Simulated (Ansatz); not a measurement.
C₇H₁₃NO (`CC/C(=C/C(C)=O)NC`), relaxed with RKS PBE-D4/def2-SVP in Ansatz 0.2.0 from a rough embedded geometry. The force threshold is 0.03 eV/Å; the program also tests the step.

Charge 0, multiplicity 1.

Start:

```xyz
22

C     1.934   -0.168   -1.846
C     1.639    0.456   -0.515
C     0.290    0.044    0.052
C    -0.708    0.933    0.130
C    -2.072    0.661    0.610
C    -3.170    1.644    0.293
O    -2.301   -0.331    1.354
N     0.187   -1.228    0.661
C     1.261   -2.079    1.178
H     2.843    0.140   -2.273
H     1.097    0.110   -2.596
H     1.889   -1.274   -1.808
H     1.645    1.553   -0.654
H     2.439    0.168    0.151
H    -0.575    1.893   -0.397
H    -4.133    1.099    0.168
H    -3.268    2.360    1.129
H    -2.949    2.159   -0.642
H    -0.689   -1.378    1.119
H     2.012   -2.255    0.381
H     0.864   -2.991    1.475
H     1.764   -1.515    2.032
```

```tsv
step	energy (eV)	largest force (eV/Å)	largest move (Å)
1	-10986.1689	3.830	0.000
2	-10986.7330	1.324	0.140
3	-10986.8302	0.668	0.140
4	-10986.8634	0.283	0.083
5	-10986.8791	0.275	0.043
6	-10986.8862	0.140	0.025
7	-10986.8866	0.150	0.038
8	-10986.8890	0.044	0.019
9	-10986.8895	0.026	0.020
```

End:

```xyz
22

C     1.918   -0.224   -1.835
C     1.680    0.454   -0.475
C     0.342    0.095    0.129
C    -0.765    0.936   -0.037
C    -2.059    0.612    0.507
C    -3.189    1.614    0.337
O    -2.291   -0.449    1.145
N     0.205   -1.074    0.789
C     1.256   -1.997    1.140
H     2.900    0.068   -2.257
H     1.130    0.068   -2.559
H     1.899   -1.329   -1.756
H     1.720    1.554   -0.599
H     2.498    0.188    0.228
H    -0.627    1.876   -0.587
H    -4.149    1.071    0.245
H    -3.257    2.246    1.248
H    -3.047    2.286   -0.532
H    -0.784   -1.189    1.139
H     1.890   -2.274    0.271
H     0.798   -2.928    1.525
H     1.931   -1.604    1.936
```

Hardware: 4 threads of an AMD EPYC 7R13 on a shared host and a share of an NVIDIA H100 80 GB. Wall time 11 s, peak host memory 0.86 GiB.
